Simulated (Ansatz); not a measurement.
Cartesian coordinates in Å:
```
C -1.156 -0.347 1.406
C -0.320 -0.729 0.631
O 0.572 -1.154 -0.188
Sb 1.364 0.113 -1.545
H -1.895 -0.031 2.099
H -0.152 0.771 -1.992
H 1.587 1.377 -0.411
```

Charge 0, multiplicity 1. Sb: def2 effective core potential.

(1) List the B3LYP/def2-TZVPP orbital energies in eV (the Gaussian-basis code of Ansatz). (An estimate is asked.)

Answers

(1) Computed: Occupied: -521.86, -278.01, -276.09, -156.59, -108.46, -108.30, -108.19, -36.60, -36.47, -36.38, -36.29, -36.22, -29.00, -19.89, -17.08, -14.45, -13.45, -11.73, -11.64, -9.66, -8.23, -6.81, -6.58. Lowest empty: -2.21, -0.76, 0.13, 1.95, 2.29, 2.29, 2.69, 2.75.

B3LYP here is the variant with VWN-RPA as its local correlation; programs differ in this.
